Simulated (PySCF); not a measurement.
C₆H₁₂Ge.
Atom-mapped SMILES: `[CH3:1][CH:2]([CH3:3])[CH2:4][C:5]#[C:6][GeH3:7]` (hydrogens: H8, H9, H10 on C1; H11 on C2; H12, H13, H14 on C3; H15, H16 on C4; H17, H18, H19 on Ge7)

Geometry (PBE0-D3(BJ)/def2-SVP, Å), atoms numbered from 1 in this order:
```xyz
19
C6H12Ge angstrom
C     -1.6417   -0.2899    0.9776
C     -1.3603   -0.0391   -0.4982
C     -1.0617   -1.3337   -1.2430
C     -0.2302    0.9919   -0.6883
C      1.0545    0.5651   -0.1510
C      2.1151    0.1774    0.3080
Ge     3.7623   -0.4245    1.0207
H     -1.9081    0.6410    1.5023
H     -0.7561   -0.7146    1.4769
H     -2.4738   -0.9990    1.1049
H     -2.2593    0.4184   -0.9481
H     -1.8878   -2.0524   -1.1313
H     -0.1469   -1.8064   -0.8510
H     -0.9120   -1.1555   -2.3194
H     -0.5169    1.9445   -0.2099
H     -0.1098    1.2112   -1.7634
H      3.5010   -1.6085    1.9655
H      4.6831   -0.8754   -0.1244
H      4.4316    0.7188    1.7997
```

Level: wB97X-D/def2-SVPD in PySCF, non-relativistic, on one gas-phase PBE0-D3(BJ)/def2-SVP geometry that isn't relaxed in the solvent. The solvent is an IEF-PCM continuum (Bondi radii, 1.10 Å for H, scaled by 1.2). The model holds no explicit solvent molecules, cavitation or dispersion. Spin–orbit coupling is left out although an atom past zinc is present.

Gas phase at wB97X-D/def2-SVPD: HOMO -9.37 eV, LUMO 1.80 eV, dipole 1.13 D.

**Question.** What does the continuum do to the energy, the frontier levels and the dipole at wB97X-D/def2-SVPD in cyclohexane and acetone?

**Answer.** 
```tsv
solvent	ε	E(solvent) − E(gas) (kcal/mol)	polarisation term (kcal/mol)	distortion of the solute (kcal/mol)	HOMO (eV)	LUMO (eV)	dipole (D)
cyclohexane	2.017	-0.87	-0.93	0.06	-9.39	1.82	1.29
acetone	20.49	-2.25	-2.65	0.40	-9.48	1.78	1.55
```

Polarisation term: ½ Σ q·V over the induced surface charges. Distortion: the rise of the solute's own energy as its density leaves the gas-phase optimum. From cyclohexane to acetone the lowering changes by a factor 2.58, Onsager's factor (ε − 1)/(2ε + 1) by 2.30 and ε itself by 10.2.

**Question.** Which radius a makes the point-dipole formula ΔE = −[(ε − 1)/(2ε + 1)]·μ²/a³ give the value in acetone, with the gas-phase dipole?

**Answer.** μ = 0.445 au and |ΔE| = 0.00359 Eh give a = 1.56 Å; the farthest nucleus lies 4.67 Å from the centroid of the nuclei, so such a sphere wouldn't even hold the nuclei. The formula assumes a rigid point dipole at the centre of a sphere.

**Question.** Give the dipole vector in the frame of the coordinates (D, pointing from negative to positive charge), gas and acetone.

**Answer.** Gas (-1.06, 0.18, -0.36), solvent (-1.43, 0.31, -0.52). Its length changes by +37 % and its direction by 2°.

**Question.** How does the static polarisability (wB97X-D/def2-SVPD, frozen core, with the continuum's full static response) change?

**Answer.** 
```
     medium  isotropic (au)  principal values (au)  ⟨r²⟩ of the electrons (bohr²)
        gas           104.2      89.7, 90.2, 132.8                         2050.9
cyclohexane           116.6    100.8, 101.6, 147.3                         2050.1
    acetone           138.6    122.7, 123.6, 169.4                         2048.7
```

The isotropic value in acetone is 1.33 times the gas-phase one; no cavity-field correction is applied. ⟨r²⟩ is taken about the centre of nuclear charge.

The pairwise dispersion term of wB97X-D wasn't added to the energies; at a given geometry it leaves orbitals and properties as they are.
